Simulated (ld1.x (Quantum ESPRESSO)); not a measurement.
## H (Z = 1): one change to a TM potential, before and after

* Element: hydrogen (H)
* Generator: ld1.x (Quantum ESPRESSO) 7.5
* Type: norm-conserving Troullier–Martins (Kleinman–Bylander form)
* Functional: PBEsol
* Relativity: scalar-relativistic
* Frozen core: none
* Valence charge: 1
* Reference configuration: 1s1
* Partial waves: 2p channel at -0.1 Ry: rc 1.00 bohr; 1s (bound): rc 1.15 bohr
* Local potential: the s channel
* Core correction: none

Change: wave 1s (bound): rc 1.15 bohr becomes 1s (bound): rc 1.70 bohr.

Cutoffs: the cutoffs (Ry, on a coarse ladder) from which the occupation-weighted sum of valence levels, in a spherical-Bessel basis at the reference potential, stays within 10 and 1 mRy of its value at 400 Ry; they do not see the model core or the augmentation charge, which bear on the density cutoff. Errors are all-electron minus pseudo energies relative to the spin-unpolarised reference configuration.

Task: What does the change do?

Result: The potential gets softer (21 Ry and 40 Ry → 15 Ry and 21 Ry); neither file shows a bound ghost. A larger radius leaves more room for a smooth pseudo-wave, so fewer plane waves are needed.

```json
{"quantity": "cutoff, loose", "base": "21 Ry", "changed": "15 Ry"}
{"quantity": "cutoff, tight", "base": "40 Ry", "changed": "21 Ry"}
{"quantity": "bound ghosts", "base": "none", "changed": "none"}
{"quantity": "error for 1s0.5, meV [ΔE 4.66 eV]", "base": "+1.9", "changed": "+6.1"}
```
